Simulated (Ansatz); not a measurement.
Ansatz results at the PBE0-D4/def2-TZVP geometry: HOMO–LUMO gap (PBE/def2-TZVPP) 4.43 eV; LUMO energy (PBE/def2-TZVPP) -1.21 eV; HOMO–LUMO gap (ωB97M-V/def2-TZVPP) 10.39 eV.

Q: Which molecule gave them?
A. `B[N]1[AlH][CH]1O`
B. `[SiH3]BCS[SiH3]`
C. `B1C[NH][AlH][O]1`
D. `O=C[Si](F)(F)[SiH3]`

A: C. The others give `B[N]1[AlH][CH]1O`: 3.38, -2.37, 9.23; `[SiH3]BCS[SiH3]`: 2.73, -3.17, 9.05; `O=C[Si](F)(F)[SiH3]`: 2.64, -3.33, 9.81.
